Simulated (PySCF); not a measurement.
B(Cl)(H)(OSiH3) (BClH4OSi), SMILES [SiH3]OBCl. Atoms are numbered in the order given.

```xyz
8

B     -1.0377    -0.7300     0.0000
Cl     0.4523    -1.7083     0.0000
H     -2.0965    -1.3000     0.0000
O     -0.9627     0.6071     0.0000
Si     0.3673     1.6595     0.0000
H     -0.2065     3.0290     0.0000
H      1.1812     1.4356     1.2252
H      1.1812     1.4356    -1.2252
```
Charge 0, spin multiplicity 1.

Geometry: r2SCAN-D4/def2-SVP. One conformer was computed; it need not be the lowest.

Calculation: PBE0/pcSseg-1 run with PySCF.

GIAO shieldings, no solvent; atoms alike by connectivity are averaged. δ = σ(ref) − σ: ¹¹B against BF3 (σ = 88.8 ppm); ³⁵Cl against HCl (σ = 945.9 ppm); ¹H against TMS (σ = 31.56 ppm); ¹⁷O against H2O (σ = 334.2 ppm); ²⁹Si against TMS (σ = 352.7 ppm), references at their B3LYP-D3(BJ)/def2-TZVP geometries, non-relativistic (without spin–orbit terms, shifts of atoms bonded to Cl or Br come out too high).

Computed chemical shifts:
```
nucleus       atoms  count  δ (ppm)
-------  ----------  -----  -------
¹¹B              B1      1     26.5
³⁵Cl            Cl2      1    212.9
¹H               H3      1     5.62
¹H       H6, H7, H8      3     5.30
¹⁷O              O4      1    171.6
²⁹Si            Si5      1    -31.1
```
